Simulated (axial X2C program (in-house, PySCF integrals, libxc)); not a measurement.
# CsC⁻: cheaper levels and CCSD(T), 2c

Computed with an in-house all-electron X2C program for linear molecules (integrals from PySCF). Two-component (2c) means X2C with spin–orbit coupling and atomic mean-field two-electron Coulomb and Gaunt terms. Basis: Cs dyall-acv3z [16s16p10d4f1g], C dyall-av3z [8s7p3d2f] (cores contracted in-house); Gaussian nuclei, density fitting, unrestricted open shells. Masses: Cs 132.905 u, C 12.000 u.

State: Ω = 1 (⟨Sz⟩ = 1.00, ⟨Lz⟩ = 0.00 at HF); fragments Cs + C-.

| level | Re (Å) | ωe (cm⁻¹) | De (eV) |
| --- | --- | --- | --- |
| PBE0 | 2.848 | 247.0 | 1.46 |
| HF | 2.968 | 239.1 | 1.45 |
| CCSD | 2.910 | 241.5 | 1.39 |
| B3LYP | 2.902 | 231.3 | 1.30 |

Correlated methods: 14 electrons correlated (number of frozen shells: Cs 4 s, 3 p, 2 d; C 1 s), 316 virtual spin orbitals or spinors in MP2, 90 natural virtuals in coupled cluster.

CCSD(T), same Hamiltonian and basis:

Re = 2.903 Å, ωe = 241.9 cm⁻¹, De = 1.35 eV; T1 = 0.012 (Lee–Taylor normalisation).

(1) Give the differences from CCSD(T) in the columns below.

The state is a single determinant with fixed occupations, the lowest that a limited PBE0 search found. De is counted from the lowest determinant-based energies of the atoms at the same level, without counterpoise correction. Density functionals use the spin component along the axis (collinear). Coupled cluster ran in a truncated set of natural virtual spinors; the MP2 energy of the rest was added. (T) has no such correction and the atoms are truncated less, which lowers De at CCSD(T) by a hundredth of an eV or more. Other states lie close and PBE0, whose exact exchange favours high spin, may order them wrongly; the determinant shown need not be the ground state. The nearest other 2c determinant of the search, Ω = 2, lies 0.01 eV up at the distance of the search. Without a current term, density functionals place determinants with orbital angular momentum somewhat too high. With several unpaired electrons one determinant need not be a pure state. Open-shell Ω = 0 determinants with evenly filled partner blocks cannot be reached by this program, so the Ω shown need not be the lowest component. This is the Ω = 1 component of a π² triplet; the 0⁺ component is not one determinant and can lie lowest. The highest occupied level of some functionals is positive through self-interaction error; at Hartree–Fock it is bound. The determinant is spin-polarised beyond a pure state at some levels (its spin-free form has ⟨S²⟩ too high), which makes Re and μ there less reliable. Hartree–Fock gets electron affinities wrong, so its lowest charge split need not be the true one.

## Answers

(1) 

| level | ΔRe (Å) | Δωe (cm⁻¹) | ΔDe (eV) |
| --- | --- | --- | --- |
| PBE0 | -0.055 | 5.1 | 0.11 |
| HF | 0.065 | -2.8 | 0.10 |
| CCSD | 0.007 | -0.4 | 0.04 |
| B3LYP | -0.001 | -10.6 | -0.05 |
